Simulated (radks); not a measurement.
The numbers below are computed, except where a source is named.
Species: Sn20+. Configuration: [Ar] 3d10 4s2 (the NIST ground configuration). Level of theory: Dirac Kohn-Sham, LB94 model potential, spin-unpolarised, spherical densities, finite nucleus; Fermi nuclear charge, rms radius 4.6519 fm (a radial shooting solver on a logarithmic mesh with Libxc functionals).

Unscreened Slater integrals over Kohn-Sham orbitals (hartree). Large and small components are both included.

integral,value
"F0(4s1/2,4s1/2)",1.2615
"F0(4s1/2,3d5/2)",1.5876
"G2(4s1/2,3d5/2)",0.15035
"F0(4s1/2,3d3/2)",1.5905
"G2(4s1/2,3d3/2)",0.14922
"F0(4s1/2,3p3/2)",1.5652
"G1(4s1/2,3p3/2)",0.15391
"F0(3d5/2,3d5/2)",2.9444
"F2(3d5/2,3d5/2)",1.4792
"F4(3d5/2,3d5/2)",0.94641
"F0(3d5/2,3d3/2)",2.9607
"F2(3d5/2,3d3/2)",1.4850
"G2(3d5/2,3d3/2)",1.4754
"G4(3d5/2,3d3/2)",0.94384
"F0(3d5/2,3p3/2)",2.7785
"F2(3d5/2,3p3/2)",1.3409
"G1(3d5/2,3p3/2)",1.5099
"G3(3d5/2,3p3/2)",0.97950
"F0(3d3/2,3d3/2)",2.9773
"F2(3d3/2,3d3/2)",1.4912
"F0(3d3/2,3p3/2)",2.7916
"F2(3d3/2,3p3/2)",1.3407
"G1(3d3/2,3p3/2)",1.5011
"G3(3d3/2,3p3/2)",0.97388
"F0(3p3/2,3p3/2)",2.6785
"F2(3p3/2,3p3/2)",1.3500
